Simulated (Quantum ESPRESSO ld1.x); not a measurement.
One sound ld1.x (Quantum ESPRESSO 7.5) input for the europium ion Eu3+ gives E = -10846.95 hartree in 32 iterations:

```
 &input
    zed=63.0,
    iswitch=1,
    rel=2,
    dft='PBESOL',
    config='[Xe] 4f6',
    lsmall=.true.,
    prefix='ld1',
    max_out_wfc=37,
    file_charge='ld1.rho',
 /
```

Changed or added lines, one case at a time, and what came of them:

- tr2=1e-2: inaccurate. The cycle stops early, after 7 iterations, and the energy is off by -0.9949 hartree against the sound run.
- rmax=5000.0: harmless. The energy moves by less than 1e-5 hartree against the default mesh (-10846.95 hartree).
- config='[Xe] 4f6 4f6': not converged. The string holds 66 electrons for Z = 63, so the species has charge -3 and is not the one meant. The extra electrons are not bound, and the cycle does not converge.
- iswitch=7: refused. The program stops in ld1_readin with "wrong iswitch": iswitch takes 1 to 4.
- dft='SCAN': refused. The program stops in set_dft_from_name with "libxc needed for this functional": this build has no Libxc.
- dft='B3LPY': silently wrong. The misspelt name is read as B3LYP (index line 7 12 9 7), and as for B3LYP no exact exchange is computed, so the numbers are not those of the hybrid.
- nspin=1: refused. The program stops in ld1_readin with "reading input namelist": the namelist holds a keyword that &input does not know.
